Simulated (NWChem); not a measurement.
Program: NWChem. System: AgI, charge 0, spin multiplicity 1, at a geometry optimised with PBE0/def2-SVP with def2 effective core potentials on Ag, I. The structure started from a generated list of species. Level: G0W0@PBE0/def2-SVP with def2 effective core potentials on Ag, I, RI basis def2-svp-rifit, no spin-orbit coupling.

Input file:

```
start mol
memory heap 200 mb stack 700 mb global 1700 mb
geometry units angstroms nocenter noautoz
  Ag     0.000000     0.000000    -1.368255
  I      0.000000     0.000000     1.213358
  symmetry group C2v
end
basis spherical
  * library def2-svp
end
ecp
  Ag library def2-ecp
  I library def2-ecp
end
basis "ri basis" bse spherical
  * library def2-svp-rifit
end
dft
  xc pbe0
  iterations 100
  direct
  tolerances tight
end
task dft energy
gw
  states alpha occ 4 vir 2
end
task dft gw
```

Part of the output:

```
             Northwest Computational Chemistry Package (NWChem) 7.3.0
             --------------------------------------------------------

                                NWChem Input Module
                                -------------------

 Scaling coordinates for geometry "geometry" by  1.889725989
 (inverse scale =  0.529177249)

 Turning off AUTOSYM since
 SYMMETRY directive was detected!

                             Geometry "geometry" -> ""
                             -------------------------

 Output coordinates in angstroms (scale by  1.889725989 to convert to a.u.)

  No.       Tag          Charge          X              Y              Z
 ---- ---------------- ---------- -------------- -------------- --------------
    1 Ag                  47.0000     0.00000000     0.00000000    -1.36825500
    2 I                   53.0000     0.00000000     0.00000000     1.21335800

 Effective nuclear repulsion energy (a.u.)     510.6034588679

            Nuclear Dipole moment (a.u.)
            ----------------------------
        X                 Y               Z
 ---------------- ---------------- ----------------
     0.0000000000     0.0000000000    -0.0000207870

      Symmetry information
      --------------------

 Group name             C2v
 Group number             16
 Group order               4
 No. of unique centers     2

      Symmetry unique atoms

     1    2


 Summary of "ao basis" -> "" (spherical)
 ------------------------------------------------------------------------------
       Tag                 Description            Shells   Functions and Types
 ---------------- ------------------------------  ------  ---------------------
 *                          def2-svp                  on all atoms

 Summary of "ri basis" -> "" (spherical)
 ------------------------------------------------------------------------------
       Tag                 Description            Shells   Functions and Types
 ---------------- ------------------------------  ------  ---------------------
 *                       def2-svp-rifit               on all atoms

                                 NWChem DFT Module
                                 -----------------

 Summary of "ao basis" -> "ao basis" (spherical)
 ------------------------------------------------------------------------------
       Tag                 Description            Shells   Functions and Types
 ---------------- ------------------------------  ------  ---------------------
 Ag                         def2-svp                11       31   5s3p2d1f
 I                          def2-svp                10       26   4s4p2d

 Summary of "ao basis" -> "ao basis" (spherical)
 ------------------------------------------------------------------------------
       Tag                 Description            Shells   Functions and Types
 ---------------- ------------------------------  ------  ---------------------
 Ag                         def2-svp                11       31   5s3p2d1f
 I                          def2-svp                10       26   4s4p2d

      Symmetry analysis of basis
      --------------------------

        a1         26
        a2          5
        b1         13
        b2         13

            General Information
            -------------------
          SCF calculation type: DFT
          Wavefunction type:  closed shell.
          No. of atoms     :     2
          No. of electrons :    44
           Alpha electrons :    22
            Beta electrons :    22
[...]
   Bfn.  Coefficient  Atom+Function         Bfn.  Coefficient  Atom+Function
  ----- ------------  ---------------      ----- ------------  ---------------
    42      0.585844  2 I  px                45      0.540457  2 I  px
    39     -0.239682  2 I  px                36     -0.194275  2 I  px
    18      0.191280  1 Ag d  1              12      0.063795  1 Ag px
     6     -0.051444  1 Ag px                 9      0.051275  1 Ag px

 Vector   23  Occ=0.000000D+00  E=-1.141505D-01  Symmetry=a1
              MO Center= -1.1D-16, -1.1D-16, -1.7D+00, r^2= 4.9D+00
   Bfn.  Coefficient  Atom+Function         Bfn.  Coefficient  Atom+Function
  ----- ------------  ---------------      ----- ------------  ---------------
     4      0.639062  1 Ag s                  5      0.441820  1 Ag s
    47      0.365410  2 I  pz                 2     -0.301966  1 Ag s
    44      0.266348  2 I  pz                14     -0.227078  1 Ag pz
     3     -0.173139  1 Ag s                  8      0.147014  1 Ag pz
     1      0.145600  1 Ag s                 11     -0.140933  1 Ag pz

 Vector   24  Occ=0.000000D+00  E=-3.675056D-03  Symmetry=b2
              MO Center=  4.0D-19, -6.7D-17, -1.4D+00, r^2= 7.6D+00
   Bfn.  Coefficient  Atom+Function         Bfn.  Coefficient  Atom+Function
  ----- ------------  ---------------      ----- ------------  ---------------
    13      0.934142  1 Ag py                46     -0.277449  2 I  py
    10      0.222886  1 Ag py                 7     -0.202409  1 Ag py
    43     -0.136002  2 I  py                40      0.059105  2 I  py
    54     -0.058037  2 I  d -1              37      0.046715  2 I  py
    16      0.042405  1 Ag d -1              49      0.037209  2 I  d -1

 Vector   25  Occ=0.000000D+00  E=-3.675056D-03  Symmetry=b1
              MO Center= -6.8D-17, -1.4D-18, -1.4D+00, r^2= 7.6D+00
   Bfn.  Coefficient  Atom+Function         Bfn.  Coefficient  Atom+Function
  ----- ------------  ---------------      ----- ------------  ---------------
    12      0.934142  1 Ag px                45     -0.277449  2 I  px
     9      0.222886  1 Ag px                 6     -0.202409  1 Ag px
    42     -0.136002  2 I  px                39      0.059105  2 I  px
    56      0.058037  2 I  d  1              36      0.046715  2 I  px
    18     -0.042405  1 Ag d  1              51     -0.037209  2 I  d  1

 center of mass
 --------------
 x =   0.00000000 y =   0.00000000 z =   0.06225274

 moments of inertia (a.u.)
 ------------------
        1380.977555094979           0.000000000000           0.000000000000
           0.000000000000        1380.977555094979           0.000000000000
           0.000000000000           0.000000000000           0.000000000000

     Multipole analysis of the density
     ---------------------------------

     L   x y z        total         alpha         beta         nuclear
     -   - - -        -----         -----         ----         -------
     0   0 0 0     -0.000000    -22.000000    -22.000000     44.000000

     1   1 0 0     -0.000000     -0.000000     -0.000000      0.000000
     1   0 1 0     -0.000000     -0.000000     -0.000000      0.000000
     1   0 0 1     -1.968605     -5.082273     -5.082273      8.195940

     2   2 0 0    -34.847992    -17.423996    -17.423996      0.000000
     2   1 1 0      0.000000      0.000000      0.000000      0.000000
     2   1 0 1      0.000000      0.000000      0.000000      0.000000
     2   0 2 0    -34.847992    -17.423996    -17.423996      0.000000
     2   0 1 1     -0.000000     -0.000000     -0.000000      0.000000
     2   0 0 2    -28.595902   -143.528080   -143.528080    258.460258

 Task  times  cpu:        5.1s     wall:        5.1s

                                NWChem Input Module
                                -------------------

                                 NWChem GW Module
                                 ----------------

                             ***********************
                             ***        GW       ***
                             ***********************

 Summary of "ri basis" -> "ri basis" (spherical)
 ------------------------------------------------------------------------------
       Tag                 Description            Shells   Functions and Types
 ---------------- ------------------------------  ------  ---------------------
 Ag                      def2-svp-rifit             30      132   8s7p6d5f3g1h
 I                       def2-svp-rifit             30      114   9s8p7d4f2g

                 Memory Information
                 ------------------
          Available GA per process is          1700.0 MBs
          Available stack per process is        700.0 MBs
          Available heap per process is           0.0 MBs

          Peak memory in Initialization
              Peak GA per process is                  3.0 MBs
              Peak stack per process is               0.0 MBs
              Peak heap per process is                3.4 MBs
              Memory not in MA per process            0.0 MBs

          Peak memory in AFF Calculation
              Peak GA per process is                  8.5 MBs
              Peak stack per process is               4.5 MBs
              Peak heap per process is                0.0 MBs
              Memory not in MA per process            4.5 MBs

          Computing 2-center integrals
          Computing Inverse Cholesky factor
          Computing 3-center integrals
          Computing V_xc ...

          Computing Sigma_x
          Computing RPA polarizability
          Solving quasiparticle equations

                  Alpha Orbitals
          State     Energy (eV)     Error (eV)
          -----------------------------------
@GW        19        -12.036           0.004
@GW        20         -9.162           0.003
@GW        21         -8.124           0.003
@GW        22         -8.124           0.003
@GW        23         -0.997           0.004
@GW        24          1.450           0.003

   Applying  -1.4019 eV scissor-shift to rest of particle states

   Applying   2.1097 eV scissor-shift to rest of hole states

     GW Timing Statistics
   ------------------------
   Init.   :          0.2s
     ERIs  :          0.3s
     Distr.:          0.0s
     Vxc   :          0.6s
   Sigma_x :          0.0s
   RPA     :          0.1s
   Wmn     :          0.0s
   Sigma_c :          0.0s
   GW total:          1.1s

 Task  times  cpu:        1.1s     wall:        1.1s

 Total times  cpu:        6.3s     wall:        6.3s
```
